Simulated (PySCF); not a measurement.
dibromo-chloro-fluoromethane (CBr2ClF), SMILES FC(Cl)(Br)Br. Atoms are numbered in the order given.

```xyz
5

F     -1.6695    -0.5948     0.0000
C     -0.3493    -0.4117     0.0000
Cl     0.4544    -1.9934     0.0000
Br     0.1342     0.5959    -1.6034
Br     0.1342     0.5959     1.6034
```

The structure is a stationary point at TPSSh-D3(BJ)/def2-SVP.

Calculation: PBE/def2-TZVP in PySCF.

Symmetry labels are those of the subgroup Cs that the program uses (full group Cs).

Computed valence orbital energies around the gap with their symmetry:
| orbital | symmetry | energy (eV) |
|---|---|---|
| HOMO−7 | A' | -10.22 |
| HOMO−6 | A" | -10.09 |
| HOMO−5 | A' | -8.79 |
| HOMO−4 | A" | -8.41 |
| HOMO−3 | A' | -8.16 |
| HOMO−2 | A' | -7.64 |
| HOMO−1 | A" | -7.42 |
| HOMO | A" | -7.14 |
| LUMO | A' | -3.07 |
| LUMO+1 | A" | -1.69 |
| LUMO+2 | A' | -1.10 |
| LUMO+3 | A' | 0.82 |
